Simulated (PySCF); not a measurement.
C$_{7}$H$_{16}$, charge +1, doublet, geometry from GFN2-xTB (a state made from the parent by changing its charge; the spin is typed, not shown lowest), with bond 20-6 at 1.3 times its length; HF/STO-3G (PySCF).

Input for PySCF:
```python
from pyscf import gto, scf

mol = gto.Mole()
mol.atom = '''
    C    -3.81786694    0.29819405   -0.08883045
    C    -2.54182928   -0.42095989    0.27154081
    C    -1.27228489    0.29834115   -0.13294734
    C     0.00519143   -0.44727359    0.23362905
    C     1.26530876    0.30269556   -0.18099839
    C     2.55155430   -0.41691105    0.16611300
    C     3.81077492    0.31282717   -0.23033059
    H    -4.68570559   -0.27018872    0.23326772
    H    -3.89216475    0.46424564   -1.16552759
    H    -3.86129991    1.28853652    0.36893855
    H    -2.53220905   -0.61535831    1.35411852
    H    -2.55900659   -1.42762342   -0.17119513
    H    -1.29036080    0.48301512   -1.21384673
    H    -1.25900435    1.29389970    0.32695949
    H    -0.00223394   -1.43463050   -0.23837709
    H     0.02612445   -0.62368399    1.31351783
    H     1.26971730    1.29554927    0.28483076
    H     1.23825699    0.49361278   -1.26064941
    H     2.55579297   -1.41654175   -0.29277510
    H     2.59226223   -0.69157499    1.56870509
    H     3.84049942    0.50355400   -1.30501977
    H     4.69186285   -0.26029757    0.04382668
    H     3.87177308    1.29262181    0.24784481
'''
mol.basis = 'sto-3g'
mol.charge = 1
mol.spin = 1
mol.verbose = 4
mol.build()

mf = scf.UHF(mol)
mf.DIIS = scf.EDIIS
mf.kernel()
```

What the program printed (banner, timings and long lists left out):

```
PySCF version 2.14.0

[INPUT] verbose = 4
[INPUT] num. atoms = 23
[INPUT] num. electrons = 57
[INPUT] charge = 1
[INPUT] spin (= nelec alpha-beta = 2S) = 1
[INPUT] symmetry False subgroup None
[INPUT] Mole.unit = angstrom
[INPUT] Symbol           X                Y                Z      unit          X                Y                Z       unit  Magmom
[...]
nuclear repulsion = 307.588745557344
number of shells = 37
number of NR pGTOs = 153
number of NR cGTOs = 51
basis = sto-3g
ecp = {}

******** <class 'pyscf.scf.uhf.UHF'> ********
method = UHF
initial guess = minao
damping factor = 0
level_shift factor = 0
DIIS = <class 'pyscf.scf.diis.EDIIS'>
diis_start_cycle = 1
diis_space = 8
diis_damp = 0
SCF conv_tol = 1e-09
SCF conv_tol_grad = None
SCF max_cycles = 50
direct_scf = True
direct_scf_tol = 1e-13
number electrons alpha = 29  beta = 28
Set gradient conv threshold to 3.16228e-05
init E= -272.124396722979

cycle= 1 E= -270.717085383579  delta_E= 1.41  |g|= 0.261  |ddm|= 3.76
cycle= 2 E= -270.774904477292  delta_E= -0.0578  |g|= 0.0741  |ddm|= 0.469
cycle= 3 E= -270.780543935718  delta_E= -0.00564  |g|= 0.0305  |ddm|= 0.137
cycle= 4 E= -270.781828605546  delta_E= -0.00128  |g|= 0.0149  |ddm|= 0.0573
cycle= 5 E= -270.782336312209  delta_E= -0.000508  |g|= 0.0103  |ddm|= 0.0324
cycle= 6 E= -270.782587521124  delta_E= -0.000251  |g|= 0.00706  |ddm|= 0.022
cycle= 7 E= -270.782587521124  delta_E= 4.55e-13  |g|= 0.00706  |ddm|= 3.71e-13
cycle= 8 E= -270.782724381409  delta_E= -0.000137  |g|= 0.0053  |ddm|= 0.0159
cycle= 9 E= -270.782724381409  delta_E= -2.27e-13  |g|= 0.0053  |ddm|= 3.63e-13
cycle= 10 E= -270.782803892013  delta_E= -7.95e-05  |g|= 0.00403  |ddm|= 0.012
cycle= 11 E= -270.782803892013  delta_E= 2.27e-13  |g|= 0.00403  |ddm|= 2.07e-12
cycle= 12 E= -270.782803892013  delta_E= -4.55e-13  |g|= 0.00403  |ddm|= 2.1e-12
cycle= 13 E= -270.782852415239  delta_E= -4.85e-05  |g|= 0.00315  |ddm|= 0.00943
cycle= 14 E= -270.78285241524  delta_E= -6.82e-13  |g|= 0.00315  |ddm|= 3.45e-13
cycle= 15 E= -270.782859552949  delta_E= -7.14e-06  |g|= 0.00301  |ddm|= 0.00162
cycle= 16 E= -270.782887933072  delta_E= -2.84e-05  |g|= 0.0024  |ddm|= 0.00728
cycle= 17 E= -270.782887933073  delta_E= -5.68e-13  |g|= 0.0024  |ddm|= 1.17e-10
cycle= 18 E= -270.782887933073  delta_E= -2.27e-13  |g|= 0.0024  |ddm|= 1.55e-10
cycle= 19 E= -270.782906716638  delta_E= -1.88e-05  |g|= 0.00195  |ddm|= 0.006
[...]
cycle= 22 E= -270.782919518603  delta_E= -1.28e-05  |g|= 0.0016  |ddm|= 0.00502
cycle= 23 E= -270.78291952262  delta_E= -4.02e-09  |g|= 0.0016  |ddm|= 1.76e-06
cycle= 24 E= -270.782919518624  delta_E= 4e-09  |g|= 0.0016  |ddm|= 1.75e-06
cycle= 25 E= -270.782928463299  delta_E= -8.94e-06  |g|= 0.00133  |ddm|= 0.00426
cycle= 26 E= -270.782928470214  delta_E= -6.91e-09  |g|= 0.00133  |ddm|= 3.66e-06
cycle= 27 E= -270.782928462676  delta_E= 7.54e-09  |g|= 0.00133  |ddm|= 3.98e-06
cycle= 28 E= -270.782934852389  delta_E= -6.39e-06  |g|= 0.00111  |ddm|= 0.00365
cycle= 29 E= -270.782934861185  delta_E= -8.8e-09  |g|= 0.00111  |ddm|= 5.55e-06
cycle= 30 E= -270.78293485257  delta_E= 8.62e-09  |g|= 0.00111  |ddm|= 5.44e-06
cycle= 31 E= -270.78293950415  delta_E= -4.65e-06  |g|= 0.000943  |ddm|= 0.00316
cycle= 32 E= -270.78293951336  delta_E= -9.21e-09  |g|= 0.000943  |ddm|= 6.87e-06
cycle= 33 E= -270.782939503839  delta_E= 9.52e-09  |g|= 0.000943  |ddm|= 7.1e-06
cycle= 34 E= -270.782942946599  delta_E= -3.44e-06  |g|= 0.000805  |ddm|= 0.00276
cycle= 35 E= -270.782942955881  delta_E= -9.28e-09  |g|= 0.000804  |ddm|= 8.12e-06
cycle= 36 E= -270.782943324193  delta_E= -3.68e-07  |g|= 0.000789  |ddm|= 0.000325
cycle= 37 E= -270.782945593676  delta_E= -2.27e-06  |g|= 0.000689  |ddm|= 0.00215
cycle= 38 E= -270.782945624243  delta_E= -3.06e-08  |g|= 0.000687  |ddm|= 3.12e-05
cycle= 39 E= -270.782945917131  delta_E= -2.93e-07  |g|= 0.000674  |ddm|= 0.000303
cycle= 40 E= -270.782947607161  delta_E= -1.69e-06  |g|= 0.000592  |ddm|= 0.00187
cycle= 41 E= -270.782947632371  delta_E= -2.52e-08  |g|= 0.000591  |ddm|= 2.99e-05
cycle= 42 E= -270.782947712744  delta_E= -8.04e-08  |g|= 0.000587  |ddm|= 9.58e-05
cycle= 43 E= -270.782949122528  delta_E= -1.41e-06  |g|= 0.000513  |ddm|= 0.00179
cycle= 44 E= -270.782949126952  delta_E= -4.42e-09  |g|= 0.000513  |ddm|= 6.04e-06
cycle= 45 E= -270.782949254273  delta_E= -1.27e-07  |g|= 0.000506  |ddm|= 0.000175
cycle= 46 E= -270.782950288121  delta_E= -1.03e-06  |g|= 0.000447  |ddm|= 0.00151
cycle= 47 E= -270.782950301606  delta_E= -1.35e-08  |g|= 0.000447  |ddm|= 2.1e-05
cycle= 48 E= -270.782950401349  delta_E= -9.97e-08  |g|= 0.000441  |ddm|= 0.000157
cycle= 49 E= -270.782951188543  delta_E= -7.87e-07  |g|= 0.000392  |ddm|= 0.00131
cycle= 50 E= -270.782951206891  delta_E= -1.83e-08  |g|= 0.000391  |ddm|= 3.25e-05
SCF not converged.
SCF energy = -270.782951206891 after 50 cycles  <S^2> = 0.76309064  2S+1 = 2.0130481
```

Convergence was not reached.
